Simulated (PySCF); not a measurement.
# Polarisability and C₆ of Hf⁺ (hafnium, charge +1)

[Xe] 4f14 5d1 6s2, 2D determinant. Computed with PySCF 2.14 in def2-TZVPPD with the def2 core potential (60 electrons), with a scalar-relativistic core potential. Coupled (time-dependent) response in atomic units; α is the mean over directions.

```
method  mean α (bohr³)         α xx, yy, zz  C₆ (like pair)  S(−4)
revPBE           51.61  50.73, 50.73, 53.36           486.7   1151
```

S(−4) is the Cauchy moment in α(ω) = α(0) + S(−4) ω² + …

Spin-orbit coupling is absent.

α(iu) at revPBE:

```
u (hartree)  α(iu) (bohr³)
          0          51.61
     0.0500          48.91
      0.100          42.52
      0.200          29.02
      0.300          20.07
      0.500          11.41
      0.750          7.043
       1.00          4.945
       1.50          2.919
       2.00          1.941
       3.00          1.027
       5.00         0.4190
```

A single London oscillator, α(iu) = α/(1 + u²/ω²), gives C₆ = (3/4) ω α². Matching the computed C₆ needs ω = 4 × 486.7 / (3 × 51.61²) = 0.244 hartree.

For an ion, C₆ is the dispersion term alone; charge-induced terms of lower order in 1/R come first.

The components differ because the open shell of this determinant is not spherical; for a pure term their mean is the scalar polarisability.

⟨L²⟩ = 8.77 against 6 for a pure D term, so this real determinant mixes terms. Energies and moments cover only the electrons outside the core potential. Spin-orbit coupling, absent here, splits the open shell strongly. ⟨S²⟩ = 1.44 against 0.75 shows spin contamination. The s, p, d and f populations moved away from the nominal configuration during the SCF.
